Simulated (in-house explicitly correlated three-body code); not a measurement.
Computed with an exponentially correlated three-body code. Model: two electrons around a point charge, non-relativistic, variational in 260 exponentially correlated functions (energies converged to about 1e-7 hartree, or 1e-8 relative for large Z).

For two electrons in a singlet the Kohn-Sham orbital is the square root of half the density, so the exact Kohn-Sham potential and energy parts follow from the density alone, and exchange is minus half the Hartree energy. The Kohn-Sham level equals minus the binding energy of the second electron.

Command:
```bash
python run_hyl.py task.json out
```
Settings (lengths in bohr, energies in hartree):
```
Z                      3.76
interaction_strength   1
functions              260
states_tried           13
```

Cost of the run: 39 s on 1 thread of AMD EPYC 7R13 Processor (Zen 3) (shared host).

**Those bound S and P states to n = 4 that converged, binding against the one-electron ion.**

Given: nuclear charge 3.76.

Computed: one-electron threshold -7.0688 hartree.

| term | energy (hartree) | binding (eV) | quantum defect |
| --- | --- | --- | --- |
| 1 1S | -11.9430389 | 132.63 | 0.11602 |
| 2 3S | -8.17838397 | 30.193 | 0.14726 |
| 2 1S | -8.07635686 | 27.417 | 0.055718 |
| 2 3P | -8.06551686 | 27.122 | 0.045174 |
| 2 1P | -8.0086998 | 25.576 | -0.013044 |
| 3 3S | -7.53484782 | 12.682 | 0.14123 |
| 3 1S | ? | ? | ? |
| 3 3P | -7.50504976 | 11.871 | 0.045211 |
| 3 1P | -7.48847013 | 11.42 | -0.01259 |
| 4 3S | -7.32435107 | 6.9539 | 0.1394 |
| 4 1S | -7.31350177 | 6.6587 | 0.054741 |
| 4 3P | ? | ? | ? |
| 4 1P | -7.30538997 | 6.4379 | -0.012323 |

**Question.** What belongs in the row 3 1S?

**Answer.** energy (hartree): -7.50792446; binding (eV): 11.949; quantum defect: 0.054898.

**Question.** What belongs in the row 4 3P?

**Answer.** energy (hartree): -7.31231714; binding (eV): 6.6264; quantum defect: 0.045156.

**Electric-dipole lines between converged S and P states, rate of the upper state's decay.**

```tsv
s state	p state	p minus s (eV)	oscillator strength from s	rate (1/s)
1 1S	2 1P	107.06	0.53327	8.8406e+10
1 1S	3 1P	121.21	0.12393	2.6338e+10
1 1S	4 1P	126.2	0.04825	1.1114e+10
2 1S	2 1P	?	?	?
2 1S	3 1P	15.997	0.29675	1.0984e+09
2 1S	4 1P	?	?	?
3 1S	2 1P	-13.627	-0.080411	6.4791e+08
3 1S	3 1P	0.52938	0.27541	1.1163e+06
3 1S	4 1P	5.5112	0.31222	1.3717e+08
4 1S	2 1P	-18.917	-0.016458	2.5556e+08
4 1S	3 1P	-4.7611	-0.17619	1.7331e+08
4 1S	4 1P	0.22073	0.38193	269160
2 3S	2 3P	3.0713	0.23023	3.1411e+07
2 3S	3 3P	18.322	0.24009	1.1658e+09
2 3S	4 3P	23.567	0.068968	5.5404e+08
3 3S	2 3P	-14.44	-0.093481	8.4583e+08
3 3S	3 3P	0.81085	0.38408	3.6525e+06
3 3S	4 3P	6.0554	0.24926	1.3219e+08
4 3S	2 3P	-20.168	-0.018061	3.1877e+08
4 3S	3 3P	-4.9171	-0.20719	2.1737e+08
4 3S	4 3P	0.32746	0.52776	818540
```

**Question.** What belongs in the row 2 1S 2 1P?

**Answer.** p minus s (eV): 1.841; oscillator strength from s: 0.16008; rate (1/s): 7.8479e+06.

**Question.** What belongs in the row 2 1S 4 1P?

**Answer.** p minus s (eV): 20.979; oscillator strength from s: 0.080447; rate (1/s): 5.1212e+08.

**Exact Kohn-Sham parts of the ground state from its density.**

Computed: total energy -11.9430389 hartree; Kohn-Sham kinetic 11.902 hartree; Hartree energy 4.2531 hartree; exchange energy -2.1265 hartree; DFT correlation energy -0.044127 hartree; kinetic part of the DFT correlation energy 0.041163 hartree; potential part of the DFT correlation energy -0.08529 hartree; exact minus restricted Hartree-Fock -0.044118 hartree; Kohn-Sham level -132.63 eV; C6 of two such species 0.016918 hartree·bohr⁶.

**Question.** What is the dipole polarisability?

**Answer.** 0.068868 bohr³.

**Question.** What is the restricted Hartree-Fock level?

**Answer.** -132.95 eV.

**Functionals on the exact density and self-consistent, errors are functional minus exact, hybrids only self-consistent, a dash where a self-consistent run leaves the top level unbound.**

```
       result  exchange error (millihartree)  correlation error (millihartree)  functional driven error (millihartree)  density driven error (millihartree)  self consistent total error (millihartree)  top level plus exact binding (eV)
         PW91                         29.323                           -8.7519                                  20.571                               -1.245                                      19.326                             19.856
         TPSS                        -4.0171                           -2.5858                                 -6.6029                              -0.3149                                     -6.9178                             18.647
          PBE                         35.756                            -1.654                                  34.102                              -1.2077                                      32.894                               20.1
     LDA VWN5                         298.68                           -103.64                                  195.04                              -2.2195                                      192.82                             21.404
      revTPSS                        -3.4829                           -5.1496                                 -8.6325                             -0.19966                                     -8.8322                             18.321
         SCAN                         -4.418                            2.7927                                 -1.6253                             -0.30285                                     -1.9281                             18.019
         RPBE                              ?                                 ?                                       ?                                    ?                                           ?                                  ?
B3LYP VWN-RPA                              -                                 -                                       -                                    -                                           ?                                  ?
       r2SCAN                         -4.418                            2.7927                                 -1.6253                             -0.30285                                     -1.9281                             18.019
         BP86                         10.447                           -3.5807                                  6.8665                             -0.75887                                      6.1076                             19.897
```

**Question.** What belongs in the row RPBE?

**Answer.** exchange error (millihartree): -0.34429; correlation error (millihartree): -1.654; functional driven error (millihartree): -1.9983; density driven error (millihartree): -1.2897; self consistent total error (millihartree): -3.288; top level plus exact binding (eV): 19.894.

**Question.** What belongs in the row B3LYP VWN-RPA?

**Answer.** self consistent total error (millihartree): -0.60994; top level plus exact binding (eV): 15.425.

The density-driven part is never positive, since each functional's own density lowers its energy. Here it is small beside the functional-driven part (median ratio 0.061), the normal case. The correlation energy of density-functional theory lies 0.0086 millihartree below exact minus Hartree-Fock, because the Hartree-Fock density, unlike the exact one, minimises the Hartree-Fock energy.
